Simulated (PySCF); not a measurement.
# Trend along the second period: MBr cations

CCSD(T) with double-zeta basis sets in PySCF, for the lowest determinant that a PBE0 search found; no spin–orbit coupling. De refers to high-spin ground-configuration atoms (the charge goes to the atom of lower measured ionisation energy or higher electron affinity, which is not always the lowest computed limit).

```
 M               basis  reference, frozen orbitals  charged atom  state (unpaired electrons)  Re (Å)  ωe (cm⁻¹)  De (eV)
Li       jorge-DZP-DKH                      UHF, 9           Li+               doublet (π ↑)   2.665        292     0.67
Be          x2c-SVPall                      RHF, 9           Be+      singlet (closed shell)   1.907        812     3.49
 B             pcseg-1                     UHF, 10            B+               doublet (σ ↑)   1.765        932     2.57
 C  cc-pVDZ/cc-pVDZ-PP                      RHF, 5            C+      singlet (closed shell)   1.719        957     5.76
 F          6-31G(d,p)                     UHF, 10           Br+               doublet (π ↑)   1.722        749     2.11
```

The shortest bond is that of CBr⁺ (1.719 Å), the longest that of LiBr⁺ (2.665 Å). CBr⁺ is bound most strongly (5.76 eV) and LiBr⁺ least (0.67 eV).

The rows differ in basis set, which adds steps of its own.

The state changes along the series, so neighbouring rows are not always alike in their bonding.

Correlated steps freeze the inner cores (5 to 10 orbitals); shallow outer-core shells are correlated. Correlated levels converge slowly with the basis: in double zeta they bind strong bonds too weakly, by up to about 1 eV, and carry superposition errors of some tenths. Spin–orbit coupling is left out. For an ion De counts to the pair picked by the measured ionisation energies or electron affinities, which need not be the lowest pair at this level. Where the molecule has an RHF reference, its open-shell atoms are computed with UHF. The CCSD T1 diagnostic is raised in CBr⁺, a sign that a single reference may not be enough there. States were picked by a PBE0 search and need not be the measured ground states.
